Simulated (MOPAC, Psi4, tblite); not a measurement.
Approach curve of the dimer H4Ge ··· H2Se (SMILES [GeH4] and [SeH2]). Monomers: optimised at B3LYP-D3(BJ) (def2-TZVP), held rigid. Orientation: a higher rigid-body minimum at GFN2-xTB. Only R, the distance of the centres of mass, is varied, so the lowest point isn't the relaxed dimer.

Geometry at R = 4.40 Å (first 5 atoms: monomer A):
```
8

Ge     0.0000     0.0000     0.0000
H     -0.8434    -0.6033    -1.1330
H      0.1849     1.5049    -0.2449
H      1.3740    -0.6854     0.0362
H     -0.7155    -0.2163     1.3417
Se    -0.8408     4.3030     0.1562
H     -1.5739     5.4947     0.6084
H     -1.6496     3.4350     1.0247
```

Computed with: PM7, restricted, heats of formation (MOPAC); GFN2-xTB (tblite); AM1, restricted, heats of formation (MOPAC); SAPT0/jun-cc-pVDZ, frozen core (Psi4).

Interaction energies in kcal/mol; the last columns give the difference from SAPT0:

```tsv
R / Å	PM7	GFN2-xTB	AM1	SAPT0/jun-cc-pVDZ	PM7 − SAPT0/jun-cc-pVDZ	GFN2-xTB − SAPT0/jun-cc-pVDZ	AM1 − SAPT0/jun-cc-pVDZ
3.79	-0.87	0.68	-1.04	2.64	-3.51	-1.95	-3.68
3.98	-1.07	-0.69	-1.04	1.08	-2.15	-1.77	-2.12
4.21	-0.94	-1.33	-0.69	0.14	-1.08	-1.47	-0.83
4.40	-0.74	-1.42	-0.39	-0.20	-0.55	-1.23	-0.19
4.56	-0.59	-1.34	-0.22	-0.32	-0.27	-1.03	0.09
4.84	-0.37	-1.07	-0.08	-0.34	-0.02	-0.73	0.27
5.11	-0.23	-0.81	-0.03	-0.29	0.06	-0.52	0.26
5.38	-0.14	-0.59	-0.01	-0.22	0.08	-0.37	0.21
5.93	-0.06	-0.31	-0.01	-0.12	0.07	-0.18	0.12
6.57	-0.02	-0.15	0.00	-0.06	0.04	-0.08	0.06
7.63	-0.01	-0.05	0.00	-0.02	0.01	-0.03	0.02
8.89	0.00	-0.02	0.00	-0.01	0.01	-0.01	0.01
```

PM7 is furthest from SAPT0/jun-cc-pVDZ at 3.79 (-3.51 kcal/mol, below); its mean absolute difference over the points is 0.65 kcal/mol.

GFN2-xTB is furthest from SAPT0/jun-cc-pVDZ at 3.79 (-1.95 kcal/mol, below); its mean absolute difference over the points is 0.78 kcal/mol.

AM1 is furthest from SAPT0/jun-cc-pVDZ at 3.79 (-3.68 kcal/mol, below); its mean absolute difference over the points is 0.65 kcal/mol.
